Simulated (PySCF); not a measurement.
CH4F2OSn. Atoms are numbered in the order given.

```xyz
9

Sn     0.3957     0.2788     0.0000
F      0.7894    -0.8651    -1.5116
F      0.7894    -0.8651     1.5116
O     -1.5392     0.6153     0.0000
C     -2.4665    -0.4600     0.0000
H      1.3316     1.6942     0.0000
H     -2.3659    -1.0989     0.8961
H     -3.4794    -0.0260     0.0000
H     -2.3659    -1.0989    -0.8961
```

Geometry optimised at B3LYP-D3(BJ)/def2-SVP. The def2 effective core potentials stand for the cores of Sn; spin–orbit coupling is left out. The values are those of a single conformer.

All values below come from PBE/def2-TZVP (PySCF).

ESP charges are fitted to the potential on shells at 1.4 to 2.0 van der Waals radii. Atomic charges (e):

```tsv
atom	ESP fit	Mulliken
Sn1	0.91	1.17
F2	-0.34	-0.44
F3	-0.34	-0.44
O4	-0.37	-0.46
C5	-0.17	…
H6	-0.03	…
H7	0.11	…
H8	0.12	…
H9	0.11	…
```

**Question.** Fill in the missing entries. (An estimate is asked for; the answer gives what the named calculation found.)

**Answer.** 
- C5, Mulliken: -0.22
- H6, Mulliken: 0.00
- H7, Mulliken: 0.13
- H8, Mulliken: 0.13
- H9, Mulliken: 0.13
